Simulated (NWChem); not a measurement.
Molecule: BH2OI; SMILES OBI

```xyz
5

B     -0.5953     1.4772     0.0000
H     -1.7713     1.7223     0.0000
I      0.0220    -0.5859     0.0000
O      0.2954     2.4702     0.0000
H      1.2176     2.1851     0.0000
```
Atoms are numbered in this order, from 1.

The geometry was optimised at PBE0/def2-SVP. def2 effective core potentials on I; no spin-orbit coupling.

Symmetry labels are those of Cs in the frame above (b1 and b2, or b-type labels, depend on it).

Task: List the 4 lowest vertical singlet excitations and the 4 lowest triplet ones from PBE0/def2-SVP with def2 effective core potentials on I, TDA (NWChem).

Result: 
| state | energy (eV) | oscillator strength | symmetry | leading excitation (squared amplitude) |
|---|---|---|---|---|
| S1 | 5.54 | 0.001 | a" | HOMO → LUMO (1.00) |
| S2 | 6.24 | 0.071 | a' | HOMO−1 → LUMO (0.90) |
| S3 | 6.69 | 0.000 | a" | HOMO−2 → LUMO (0.98) |
| S4 | 7.16 | 0.010 | a' | HOMO → LUMO+1 (0.92) |
| T1 | 5.37 | spin-forbidden | a" | HOMO → LUMO (0.98) |
| T2 | 5.37 | spin-forbidden | a' | HOMO−1 → LUMO (0.99) |
| T3 | 6.10 | spin-forbidden | a" | HOMO−2 → LUMO (0.92) |
| T4 | 6.42 | spin-forbidden | a' | HOMO → LUMO+1 (0.94) |
